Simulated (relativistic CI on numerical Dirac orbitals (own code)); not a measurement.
# One change at a time: Br VIII

Base calculation: Dirac-Coulomb-Breit CI, orbitals from a KLI potential per configuration, QED by a radiative potential, unscaled Slater integrals.

Configuration list (outside the closed core [Ne] 3p6): 3s²3d¹⁰, 3s²3d⁹4s, 3s²3d⁹4p, 3s²3d⁸4s², 3s²3d⁹4d, 3s²3d⁸4s4p, 3s²3d⁹5s, 3s²3d⁸4p², 3s²3d⁹5p, 3s²3d⁹4f, 3s²3d⁸4s4d, 3s²3d⁹5d, 3s²3d⁸4p4d, 3s²3d⁹6s, 3s²3d⁹5f, 3s²3d⁹6p, 3s²3d⁹5g, 3s²3d⁹6d, 3s²3d⁹6f, 3s²3d⁸4d², 3s3d¹⁰4s, 3s3d¹⁰4p, 3s3d¹⁰4d, 3s3d¹⁰5s, 3s3d¹⁰5p, 3s3d¹⁰4f, 3s3d¹⁰5d, 3s3d¹⁰6s, 3s3d¹⁰5f, 3s3d¹⁰6p, 3s3d¹⁰5g, 3s3d¹⁰6d, 3s3d¹⁰6f. Levels of other configurations are missing.

The lowest level and the first level of each name with at least 55 % of one term (blank where a level has no safe partner in the second run):

```
        Level  Base (cm⁻¹)  Shift (cm⁻¹)
  3s²3d¹⁰ ¹S0            0             0
 3s²3d⁹4s ³D3       554842          -329
 3s²3d⁹4s ³D2       557609          -332
 3s²3d⁹4s ³D1       563313          -359
 3s²3d⁹4s ¹D2       567272          -352
3s²3d⁹4p ³P°2       687117           -55
3s²3d⁹4p ³F°3       692488           -51
3s²3d⁹4p ³P°1       695637           -80
3s²3d⁹4p ³F°4       698280           -69
3s²3d⁹4p ³F°2       698501           -77
3s²3d⁹4p ³P°0       700731           -98
3s²3d⁹4p ¹D°2       706553           -67
3s²3d⁹4p ¹P°1       710464           -76
3s²3d⁹4p ³D°1       714303           -89
3s²3d⁹4p ³D°2       715766           -95
 3s²3d⁹4d ³S1       899596           -60
 3s²3d⁹4d ³G5       909093           -58
 3s²3d⁹4d ³G4       909256           -55
 3s²3d⁹4d ³P2       909943           -57
 3s²3d⁹4d ³D3       912821           -58
 3s²3d⁹4d ³G3       913963           -65
 3s²3d⁹4d ³P0       913997           -73
```

At this charge configurations can still be misplaced by up to about 7 % of their energy.

Task: One thing was changed in a second run, which moved the levels as shown. Which?
A. QED terms removed
B. valence Slater integrals scaled by 0.9
C. configuration mixing switched off
D. Breit term removed
E. only the first 3 configurations

Result: A. QED terms removed. QED shifts follow the density of s (and p1/2) electrons at the nucleus, so configurations move by their count of such electrons; where none moves, the smaller shifts of p3/2 electrons and of j = l + 1/2 against j = l − 1/2 set the pattern.

LS names give the leading component of a level, which can be under half, so a name can repeat, a term be missing and a line seem to break the LS rules.
